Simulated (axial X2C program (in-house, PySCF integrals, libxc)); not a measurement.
# NaCd⁺: cheaper levels and CCSD(T), 2c

Computed with an in-house all-electron X2C program for linear molecules (integrals from PySCF). Two-component (2c) means X2C with spin–orbit coupling and atomic mean-field two-electron Coulomb and Gaunt terms. Basis: Cd dyall-cv3z [12s12p8d5f3g], Na dyall-cv3z [9s8p5d2f] (cores contracted in-house); Gaussian nuclei, density fitting, unrestricted open shells. Masses: Cd 113.903 u, Na 22.990 u.

State: Ω = 0 (closed shell); fragments Cd + Na+.

```json
{"level": "PBE0", "Re (Å)": "3.106", "ωe (cm⁻¹)": "123.5", "De (eV)": "0.494"}
{"level": "HF", "Re (Å)": "3.256", "ωe (cm⁻¹)": "111.5", "De (eV)": "0.444"}
{"level": "MP2", "Re (Å)": "3.176", "ωe (cm⁻¹)": "110.1", "De (eV)": "0.334"}
{"level": "CCSD", "Re (Å)": "3.202", "ωe (cm⁻¹)": "110.6", "De (eV)": "0.370"}
{"level": "TPSS", "Re (Å)": "3.113", "ωe (cm⁻¹)": "122.2", "De (eV)": "0.502"}
```

Correlated methods: 12 electrons correlated (number of frozen shells: Cd 4 s, 3 p, 1 d; Na 2 s, 1 p), 298 virtual spin orbitals or spinors in MP2, 90 natural virtuals in coupled cluster.

CCSD(T), same Hamiltonian and basis:

Re = 3.198 Å, ωe = 110.5 cm⁻¹, De = 0.36 eV; T1 = 0.022 (Lee–Taylor normalisation).

(1) Give the differences from CCSD(T) in the columns below.

The state is one determinant whose occupation by symmetry is held fixed; it was picked as the lowest of a PBE0 search that is not exhaustive. De is counted from the lowest determinant-based energies of the atoms at the same level, without counterpoise correction. CCSD and (T) use frozen natural virtuals with an MP2 correction for the truncation; (T) itself is uncorrected, so its De runs slightly low. With the outer-core shells frozen, correlated bond lengths of heavy atoms tend to come out a few hundredths of an ångström too long.

## Answers

(1) 

```json
{"level": "PBE0", "ΔRe (Å)": "-0.092", "Δωe (cm⁻¹)": "13.0", "ΔDe (eV)": "0.13"}
{"level": "HF", "ΔRe (Å)": "0.058", "Δωe (cm⁻¹)": "1.0", "ΔDe (eV)": "0.08"}
{"level": "MP2", "ΔRe (Å)": "-0.022", "Δωe (cm⁻¹)": "-0.4", "ΔDe (eV)": "-0.03"}
{"level": "CCSD", "ΔRe (Å)": "0.004", "Δωe (cm⁻¹)": "0.1", "ΔDe (eV)": "0.01"}
{"level": "TPSS", "ΔRe (Å)": "-0.085", "Δωe (cm⁻¹)": "11.7", "ΔDe (eV)": "0.14"}
```
